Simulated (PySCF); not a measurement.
## SMILES C=C[C@H]1OC[C@@H]1CC, C₇H₁₂O

Geometry:
```json
{"atom": "C1", "x (Å)": "2.291", "y (Å)": "1.654", "z (Å)": "-0.069"}
{"atom": "C2", "x (Å)": "1.932", "y (Å)": "0.456", "z (Å)": "0.353"}
{"atom": "C3", "x (Å)": "0.942", "y (Å)": "-0.415", "z (Å)": "-0.342"}
{"atom": "O4", "x (Å)": "1.272", "y (Å)": "-1.814", "z (Å)": "-0.306"}
{"atom": "C5", "x (Å)": "0.043", "y (Å)": "-2.157", "z (Å)": "0.331"}
{"atom": "C6", "x (Å)": "-0.374", "y (Å)": "-0.685", "z (Å)": "0.426"}
{"atom": "C7", "x (Å)": "-1.667", "y (Å)": "-0.275", "z (Å)": "-0.258"}
{"atom": "C8", "x (Å)": "-1.856", "y (Å)": "1.237", "z (Å)": "-0.228"}
{"atom": "H9", "x (Å)": "2.990", "y (Å)": "2.264", "z (Å)": "0.477"}
{"atom": "H10", "x (Å)": "1.900", "y (Å)": "2.076", "z (Å)": "-0.980"}
{"atom": "H11", "x (Å)": "2.339", "y (Å)": "0.037", "z (Å)": "1.263"}
{"atom": "H12", "x (Å)": "0.784", "y (Å)": "-0.080", "z (Å)": "-1.375"}
{"atom": "H13", "x (Å)": "-0.590", "y (Å)": "-2.770", "z (Å)": "-0.319"}
{"atom": "H14", "x (Å)": "0.206", "y (Å)": "-2.679", "z (Å)": "1.278"}
{"atom": "H15", "x (Å)": "-0.348", "y (Å)": "-0.297", "z (Å)": "1.446"}
{"atom": "H16", "x (Å)": "-2.505", "y (Å)": "-0.760", "z (Å)": "0.250"}
{"atom": "H17", "x (Å)": "-1.657", "y (Å)": "-0.624", "z (Å)": "-1.293"}
{"atom": "H18", "x (Å)": "-1.021", "y (Å)": "1.735", "z (Å)": "-0.715"}
{"atom": "H19", "x (Å)": "-1.912", "y (Å)": "1.593", "z (Å)": "0.798"}
{"atom": "H20", "x (Å)": "-2.773", "y (Å)": "1.515", "z (Å)": "-0.740"}
```

Level of theory: TDDFT wB97X-D/def2-SVPD circular dichroism and optical rotation, one conformer, gas phase (PySCF). Geometry: GFN2-xTB.

The molecule is flexible and this is one conformer; a measurement averages over conformers.

Draw the ECD and absorption spectra from the lowest 16 states, each a Gaussian of half-width 0.25 eV at 1/e height.


```tsv
E (eV)	λ (nm)	Δε (L mol⁻¹ cm⁻¹)	ε (L mol⁻¹ cm⁻¹)
6.03	205	-0.11	37
6.13	202	-0.48	156
6.23	199	-1.46	479
6.33	196	-3.25	1070
6.43	193	-5.26	1720
6.53	190	-6.20	2040
6.63	187	-5.51	1880
6.73	184	-4.56	1850
6.83	181	-6.23	3340
6.93	179	-13.09	7710
7.03	176	-24.50	14500
7.13	174	-34.81	20200
7.23	171	-37.85	20600
7.33	169	-33.83	15500
7.43	167	-27.33	9300
7.53	165	-19.47	5570
7.63	162	-8.60	4500
7.73	160	+3.06	4420
7.83	158	+10.79	4290
7.93	156	+13.71	4190
8.03	154	+16.62	4420
8.13	152	+25.92	4900
8.23	151	+39.86	5440
8.33	149	+42.71	5840
8.43	147	+19.30	5900
8.53	145	-22.56	5650
8.63	144	-55.99	5300
8.73	142	-61.38	4930
8.83	140	-40.42	4480
```
Δε uses R in velocity form, ε uses f in length form. Only the states computed contribute, so the short-wavelength end is incomplete.
